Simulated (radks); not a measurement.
Results of a calculation; reference values are marked as such.
Question: All-electron atom: Hg LXXVIII in [He] 2s1 (the NIST ground configuration). Code: a radial shooting solver on a logarithmic mesh with Libxc functionals. Model: scalar-relativistic Kohn-Sham, exchange-only LDA, spin-polarised, spherical densities, point nucleus; open shells are filled with parallel spins first (spin-orbit coupling, left out, can overturn this in heavy ions). Some entries of the table are withheld. Estimate them.

orbital,occ.,eigenvalue (eV),<r> (bohr),r(max) (bohr)
1s up,1,-93388.25,0.01652,(1)
1s down,1,-93355.72,0.01652,(2)
2s up,1,-23448.18,0.06696,(3)
2s down,0,-23314.65,0.06700,(4)

Answer: 
(1) 1s up r(max) (bohr): 0.01021
(2) 1s down r(max) (bohr): 0.01021
(3) 2s up r(max) (bohr): 0.05752
(4) 2s down r(max) (bohr): 0.05749
